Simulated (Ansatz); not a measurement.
The lowest singlet and triplet of AsH (SMILES [AsH]); geometries from B3LYP-D3(BJ)/def2-TZVP, each state relaxed from the structure named, with no frequency check, low spin by broken symmetry.
Singlet (charge 0, multiplicity 1):
```xyz
2

As     0.00000     0.00000    -0.04515
H      0.00000     0.00000     1.48997
```

```json
[
 {"level": "R-HF/cc-pVDZ", "gap E(singlet) − E(triplet), vertical, at the singlet's geometry (kcal/mol)": "45.10", "cost": "-"},
 {"level": "R-HF/cc-pVQZ", "gap E(singlet) − E(triplet), vertical, at the singlet's geometry (kcal/mol)": "43.50", "cost": "-"},
 {"level": "U-PBE/def2-TZVPP (spin-contaminated)", "gap E(singlet) − E(triplet), vertical, at the singlet's geometry (kcal/mol)": "7.91", "cost": "×2"},
 {"level": "U-r2SCAN/def2-TZVPP (spin-contaminated)", "gap E(singlet) − E(triplet), vertical, at the singlet's geometry (kcal/mol)": "7.33", "cost": "×4"},
 {"level": "R-B3LYP/def2-TZVPP", "gap E(singlet) − E(triplet), vertical, at the singlet's geometry (kcal/mol)": "29.79", "cost": "×0.9"},
 {"level": "U-B3LYP/def2-TZVPP (spin-contaminated)", "gap E(singlet) − E(triplet), vertical, at the singlet's geometry (kcal/mol)": "6.38", "cost": "×2"},
 {"level": "R-BHLYP/def2-TZVPP", "gap E(singlet) − E(triplet), vertical, at the singlet's geometry (kcal/mol)": "31.60", "cost": "×1"},
 {"level": "U-B2PLYP/def2-TZVPP (spin-contaminated)", "gap E(singlet) − E(triplet), vertical, at the singlet's geometry (kcal/mol)": "7.85", "cost": "×4"},
 {"level": "R-MP2/cc-pVDZ", "gap E(singlet) − E(triplet), vertical, at the singlet's geometry (kcal/mol)": "37.91", "cost": "-"},
 {"level": "R-MP2/cc-pVTZ", "gap E(singlet) − E(triplet), vertical, at the singlet's geometry (kcal/mol)": "34.12", "cost": "-"},
 {"level": "R-CCSD/cc-pVTZ", "gap E(singlet) − E(triplet), vertical, at the singlet's geometry (kcal/mol)": "29.02", "cost": "-"},
 {"level": "R-CCSD(T)/cc-pVDZ", "gap E(singlet) − E(triplet), vertical, at the singlet's geometry (kcal/mol)": "29.81", "cost": "×1"},
 {"level": "R-CCSD(T)/cc-pVTZ", "gap E(singlet) − E(triplet), vertical, at the singlet's geometry (kcal/mol)": "26.86", "cost": "×2"},
 {"level": "R-CCSDT(Q)/cc-pVTZ", "gap E(singlet) − E(triplet), vertical, at the singlet's geometry (kcal/mol)": "22.59", "cost": "×20"},
 {"level": "R-CCSDT(Q)/cc-pVQZ", "gap E(singlet) − E(triplet), vertical, at the singlet's geometry (kcal/mol)": "21.49", "cost": "×100"},
 {"level": "SA-CASSCF(6,5)/cc-pVTZ", "gap E(singlet) − E(triplet), vertical, at the singlet's geometry (kcal/mol)": "27.65", "cost": "-"},
 {"level": "SC-NEVPT2 on SA-CASSCF(6,5)/cc-pVTZ", "gap E(singlet) − E(triplet), vertical, at the singlet's geometry (kcal/mol)": "23.50", "cost": "-"},
 {"level": "FIC-MRCISD+Q on SA-CASSCF(6,5)/cc-pVTZ", "gap E(singlet) − E(triplet), vertical, at the singlet's geometry (kcal/mol)": "22.06", "cost": "-"},
 {"level": "FIC-MRCISD+Q on SA-CASSCF(6,5)/cc-pVQZ", "gap E(singlet) − E(triplet), vertical, at the singlet's geometry (kcal/mol)": "20.85", "cost": "-"},
 {"level": "FCI/cc-pVDZ", "gap E(singlet) − E(triplet), vertical, at the singlet's geometry (kcal/mol)": "26.47", "cost": "×3"}
]
```

The rows run from 6.38 (U-B3LYP/def2-TZVPP (spin-contaminated)) to 45.10 kcal/mol (R-HF/cc-pVDZ). In cc-pVTZ the value moves R-MP2 34.12, R-CCSD 29.02, R-CCSD(T) 26.86, a shift of -7.26 from R-MP2 to R-CCSD(T). From cc-pVDZ to cc-pVTZ R-CCSD(T) changes by -2.95.

A positive gap puts the triplet lower; no zero-point energy. R- takes a restricted singlet, here one determinant of a half-filled degenerate or near-degenerate pair, which mixes singlet states. U- takes an unrestricted singlet (broken symmetry where lower, unprojected). The triplet is unrestricted in single-reference levels. Active spaces average the two states.

Frozen-core correlation. Filled d and f shells under p-block atoms count as core.

Doubts at one or more of the structures used: a restricted determinant that unrestricted orbitals would lower (R-HF/cc-pVDZ, R-HF/cc-pVQZ, R-B3LYP/def2-TZVPP, R-BHLYP/def2-TZVPP, R-MP2/cc-pVDZ, R-MP2/cc-pVTZ, R-CCSD/cc-pVTZ, R-CCSD(T)/cc-pVDZ, R-CCSD(T)/cc-pVTZ, R-CCSDT(Q)/cc-pVTZ, R-CCSDT(Q)/cc-pVQZ); other coupled-cluster roots lie near (R-CCSDT(Q)/cc-pVTZ, R-CCSDT(Q)/cc-pVQZ).

Codes used: Ansatz (a program for electronic structure). Each number belongs to the level named beside it.

Costs are rough ratios of core time to R-PBE/def2-TZVPP (about 1.3 s over the structures, on one shared machine); a dash marks a level with no comparable run of its own.
